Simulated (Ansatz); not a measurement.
Cost and result up the ladder for (F)2Al-S-SiH3 (AlSiH3SF2) (8 atoms). Total charge 0; singlet. Geometry: r2SCAN-D4/def2-SVP.

Cartesian coordinates in Å:
```
Al 0.296 1.652 0.702
F 0.579 0.575 1.930
F 0.472 3.268 0.986
S -0.291 0.870 -1.214
Si -0.262 -1.233 -0.669
H 1.103 -1.659 -0.252
H -0.663 -1.957 -1.906
H -1.234 -1.516 0.423
```

Ansatz on 4 threads of Arm Neoverse N1 on a shared host. Times are rough, and most runs start from the orbitals of an earlier one. CAM-B3LYP-D4/def2-TZVP serves as the yardstick here, not as an exact answer. Differences are given only for rows in sets of like size (and for xTB, whose basis is part of the method), since another set adds its own error. Binding counts from free atoms at the same level (Al doublet, F doublet, S triplet, Si triplet, H doublet; other spins of the atoms weren't run), without zero-point energy or a counterpoise term.

B3LYP takes the VWN-RPA correlation. HSE06 is defined as in plane-wave codes, on full-range PBE exchange. Correlated methods freeze 17 core orbitals.

Correlated methods converge slowly with the basis.

```json
{"level": "HF/6-31G", "functions": "63", "wall time": "0.4 s", "binding energy per atom (eV)": "2.19", "difference from CAM-B3LYP-D4/def2-TZVP (eV)": "–"}
{"level": "PBE-D4/def2-SVP", "functions": "97", "wall time": "1.2 s", "binding energy per atom (eV)": "3.65", "difference from CAM-B3LYP-D4/def2-TZVP (eV)": "–"}
{"level": "HF/def2-TZVP", "functions": "191", "wall time": "2.1 s", "binding energy per atom (eV)": "2.76", "difference from CAM-B3LYP-D4/def2-TZVP (eV)": "-0.89"}
{"level": "PBE-D4/def2-TZVP (with forces)", "functions": "191", "wall time": "2.9 s", "binding energy per atom (eV)": "3.66", "difference from CAM-B3LYP-D4/def2-TZVP (eV)": "0.01"}
{"level": "B3LYP-D4/def2-TZVP", "functions": "191", "wall time": "3.6 s", "binding energy per atom (eV)": "3.62", "difference from CAM-B3LYP-D4/def2-TZVP (eV)": "-0.03"}
{"level": "HSE06-D4/def2-TZVP", "functions": "191", "wall time": "3.8 s", "binding energy per atom (eV)": "3.60", "difference from CAM-B3LYP-D4/def2-TZVP (eV)": "-0.05"}
{"level": "PBE0-D4/def2-TZVP", "functions": "191", "wall time": "3.8 s", "binding energy per atom (eV)": "3.60", "difference from CAM-B3LYP-D4/def2-TZVP (eV)": "-0.05"}
{"level": "PBE-D4/def2-TZVPD", "functions": "239", "wall time": "4 s", "binding energy per atom (eV)": "3.66", "difference from CAM-B3LYP-D4/def2-TZVP (eV)": "0.00"}
{"level": "CAM-B3LYP-D4/def2-TZVP", "functions": "191", "wall time": "4.2 s", "binding energy per atom (eV)": "3.65", "difference from CAM-B3LYP-D4/def2-TZVP (eV)": "0.00"}
{"level": "r2SCAN-D4/def2-TZVP", "functions": "191", "wall time": "5.5 s", "binding energy per atom (eV)": "3.68", "difference from CAM-B3LYP-D4/def2-TZVP (eV)": "0.03"}
{"level": "PBE0-D4/def2-TZVPD", "functions": "239", "wall time": "6 s", "binding energy per atom (eV)": "3.60", "difference from CAM-B3LYP-D4/def2-TZVP (eV)": "-0.05"}
{"level": "r2SCAN0-D4/def2-TZVP", "functions": "191", "wall time": "6.5 s", "binding energy per atom (eV)": "3.61", "difference from CAM-B3LYP-D4/def2-TZVP (eV)": "-0.05"}
{"level": "r2SCAN-D4/def2-TZVPD", "functions": "239", "wall time": "8.5 s", "binding energy per atom (eV)": "3.68", "difference from CAM-B3LYP-D4/def2-TZVP (eV)": "0.03"}
{"level": "CCSD(T)/def2-TZVPP", "functions": "230", "wall time": "5.8 min", "binding energy per atom (eV)": "3.57", "difference from CAM-B3LYP-D4/def2-TZVP (eV)": "-0.08"}
```
